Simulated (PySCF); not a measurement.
**Electronic absorption of C5H3FOS**

Species: C5H3FOS.
Numbering: `[O:1]=[C:2]([F:3])[c:4]1[cH:5][cH:6][cH:7][s:8]1` (hydrogens: H9 on C5; H10 on C6; H11 on C7)

Geometry (PBE0-D3(BJ)/def2-SVP, Å), atoms numbered from 1 in this order:
```
atom  x, y, z in Å
O1     2.7938    1.1951    0.5244
C2     2.1217    0.2530    0.2602
F3     2.6710   -0.9548    0.0555
C4     0.6727    0.2062    0.1109
C5    -0.1271   -0.8724   -0.2072
C6    -1.4962   -0.5244   -0.2672
C7    -1.7040    0.8079    0.0078
S8    -0.2523    1.6456    0.3332
H9     0.2765   -1.8688   -0.3870
H10   -2.3000   -1.2224   -0.5027
H11   -2.6546    1.3405    0.0316
```

Method used: TDDFT wB97X-D/def2-SVPD, vertical, gas phase, core orbitals frozen in the response (PySCF 2.14.0, density-fitted response routines).

Predict the UV-vis stick spectrum at this level.

```tsv
state	E (eV)	E (kJ/mol)	λ (nm)	f	|μ| (D)	symmetry	main configurations (H = HOMO, L = LUMO)
S1	5.02	484	247.1	0.172	3.01	A′	H→L (80%), H-1→L (16%)
S2	5.32	513	233.0	0.154	2.77	A′	H-1→L (78%), H→L (16%)
S3	5.49	529	226.0	0.0000	0.03	–	H-2→L (88%)
S4	6.73	649	184.3	0.0000	0.03	–	H-1→L+1 (40%), H→L+1 (30%)
S5	6.78	654	182.9	0.0018	0.26	–	H→L+1 (40%), H-1→L+1 (30%)
S6	7.10	685	174.5	0.0016	0.25	–	H-3→L (95%)
```

The lowest singlet lies at 5.02 eV (247 nm, ultraviolet) and is strong; its leading configuration is HOMO→LUMO (80%). The lowest level is also the most intense of those listed (f = 0.172). Löwdin shares by element: HOMO carbon 78% or more (atoms not listed hold the other 22%); LUMO carbon 46% or more, sulfur 15% (atoms not listed hold the other 39%). The listed states span 2.09 eV, and the widest gap between neighbours is 1.24 eV (S3 to S4). The oscillator strengths of these states sum to 0.330; summed over the whole spectrum of an exact calculation they would give the number of electrons, 66 (Thomas–Reiche–Kuhn). Orbital energies (eV): HOMO-3 -12.48, HOMO-2 -11.15, HOMO-1 -9.84, HOMO -9.53, LUMO -0.49, LUMO+1 1.77, LUMO+2 1.98. No computed singlet lies in the visible range (380 to 750 nm); the lowest, at 247 nm, stands 1.76 eV above its violet end (3.26 eV). Symmetry labels in Cs follow from the direction of the transition dipole and are given only for states with f of 0.002 or more. Singlets were solved by full linear response.

One conformer stands for the species.
